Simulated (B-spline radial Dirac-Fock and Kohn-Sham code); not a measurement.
3d3/2 emission of Tl³⁺

System: Tl³⁺, [Xe] 4f14 5d10.

Input file task.json (cfg lists n, l and occupation; rrms is the nuclear radius in fm):

```json
{"items": [{
  "Z": 81,
  "q": 3,
  "cfg": [[1, 0, 2], [2, 0, 2], [2, 1, 6], [3, 0, 2], [3, 1, 6], [3, 2, 10], [4, 0, 2], [4, 1, 6], [4, 2, 10], [4, 3, 14], [5, 0, 2], [5, 1, 6], [5, 2, 10]],
  "A": 205,
  "rrms": 5.4759,
  "do": ["binding", "quiet", "decay"],
  "holes": ["K", "L1", "L2", "L3", "M1", "M2", "M3", "M4", "M5", "N1", "N2", "N3", "N4", "N5", "N6", "N7"]
}]}
```

Command: `python xray_run.py task.json out`

These are calculated numbers from a radial atomic solver; the model is independent-particle radiative and Coulomb Auger rates from relativistic LDA hole-state orbitals, with Dirac-Fock energies.

```
       line  multipole  energy (eV)  width (meV)  share (%)
Mζ2 (M4-N2)         E1       1758.2         3.01       4.02
      M4-N3         E1       1870.4        0.320      0.427
 Mβ (M4-N6)         E1       2364.5         70.9       94.7
      M4-O2         E1       2389.6        0.563      0.752
      M4-O3         E1       2409.7       0.0585     0.0782
```

The listed lines hold 100.0 % of the radiative rate. The radiative width is 0.0748 eV in the length form and 0.0755 eV in the velocity form; the two differ because the transition energies are not eigenvalue differences of the potential that gave the orbitals.
